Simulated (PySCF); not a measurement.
A geometry optimisation on `FC(F)[SiH](P)P`.

Method: PBE0-D3(BJ)/def2-SVP geometry optimisation, gas phase (PySCF 2.14.0). Start geometry: GFN2-xTB. The command runs a driver script over a list of jobs; the input below is this job's line of settings and its coordinates in Å.

Command:
```bash
OMP_NUM_THREADS=1 python probes_run.py task.json out
```

Input:
```
{"job": {"xc": "PBE0", "basis": "def2-SVP", "d3": "d3bj", "grid": 1, "shake": 0.01, "kind": "geom"}, "charge": 0, "multiplicity": 1}
F      2.559290    -0.333410     0.759940
C      1.600540     0.552850     0.280080
F      1.114190     1.234640     1.358080
Si     0.184250    -0.410020    -0.566370
P     -1.125770     1.213660    -1.472450
P     -0.586370    -1.808650     1.037660
H      2.135940     1.284820    -0.351060
H      0.800120    -1.162020    -1.656600
H     -1.577230     1.712620    -0.224450
H     -2.241260     0.413280    -1.620340
H     -1.874640    -1.929520     0.526490
H     -0.949380    -0.796540     1.920000
```

Output:
```
step   0  E = -1212.49650328  max force = 0.019576
step   1  E = -1212.50033035  max force = 0.005389
step   2  E = -1212.50056793  max force = 0.001914
step   3  E = -1212.50064599  max force = 0.000711
step   4  E = -1212.50070072  max force = 0.001076
step   5  E = -1212.50073208  max force = 0.000919
step   6  E = -1212.50078374  max force = 0.000708
step   7  E = -1212.50084351  max force = 0.000573
step   8  E = -1212.50088061  max force = 0.000503
step   9  E = -1212.50088967  max force = 0.000309
optimisation converged
```

Energies in Eh; «max force» is the largest Cartesian gradient component in Eh/bohr.

Task: How much energy does the optimisation release, in kJ/mol?

Result: E(step 0) − E(last step) = 0.004386 Eh, which is 11.5 kJ/mol.

Task: Give the first gradient maximum in eV/Å.

Result: With 1 Eh/bohr = 51.422 eV/Å, 1.007 eV/Å.

Summary of the converged run: final energy -1212.50089 Eh after 9 steps; dipole 1.88 D.

Time: 1.9 min wall; peak memory 0.54 GiB. Hardware: an Arm Neoverse N1 with one thread, shared host with 64 logical CPUs at a one-minute load of 61.
Labels such as C1 count atoms from 1, the log's own numbers from 0.
